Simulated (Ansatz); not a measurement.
Computed with Ansatz on PBE0-D4/def2-TZVP structures; ΔE is electronic, products minus reactants. CCSD(T)/CBS adds triple-zeta CCSD(T) − MP2 to the extrapolated MP2 energy (def2 sets, frozen cores). DFT in def2-TZVPP. B3LYP here is the variant with VWN-RPA as its local correlation; programs differ in this. For Br outer-core shells are correlated without core-valence functions, which leaves a few kJ/mol of doubt a bond. Scalar relativity is left out up to krypton. Each species was taken in one conformer, which may not be the lowest.

Reaction (isomerisation): `O[SiH2]C(F)Br` → `FCO[SiH2]Br`

```json
{"level": "PBE0-D4", "ΔE (kcal/mol)": "-29.1", "difference from CCSD(T)/CBS": "-0.3"}
{"level": "B3LYP-D4", "ΔE (kcal/mol)": "-28.6", "difference from CCSD(T)/CBS": "0.2"}
{"level": "B2PLYP", "ΔE (kcal/mol)": "-29.3", "difference from CCSD(T)/CBS": "-0.5"}
{"level": "r2SCAN", "ΔE (kcal/mol)": "-28.9", "difference from CCSD(T)/CBS": "-0.1"}
{"level": "PBE0", "ΔE (kcal/mol)": "-29.3", "difference from CCSD(T)/CBS": "-0.5"}
{"level": "SCS-MP2/def2-TZVPP", "ΔE (kcal/mol)": "-29.4", "difference from CCSD(T)/CBS": "-0.6"}
{"level": "CCSD/def2-TZVPP", "ΔE (kcal/mol)": "-29.7", "difference from CCSD(T)/CBS": "-0.9"}
{"level": "MP2/def2-QZVPP", "ΔE (kcal/mol)": "-29.1", "difference from CCSD(T)/CBS": "-0.3"}
{"level": "HF/CBS(def2)", "ΔE (kcal/mol)": "-35.3", "difference from CCSD(T)/CBS": "-6.5"}
{"level": "CCSD/CBS(def2)", "ΔE (kcal/mol)": "-29.7", "difference from CCSD(T)/CBS": "-0.9"}
{"level": "CCSD(T)/CBS", "ΔE (kcal/mol)": "-28.8", "difference from CCSD(T)/CBS": "0"}
```

Largest T1 diagnostic among the species: 0.010.

From PBE to PBE0 (25 % exact exchange), in def2-TZVPP and without D4, ΔE moves by −2.3 kcal/mol. In def2-TZVPP, CCSD(T) changes the Hartree–Fock value by +6.4 kcal/mol (the triples alone add +0.9 kcal/mol) and MP2 by +6.1 kcal/mol.
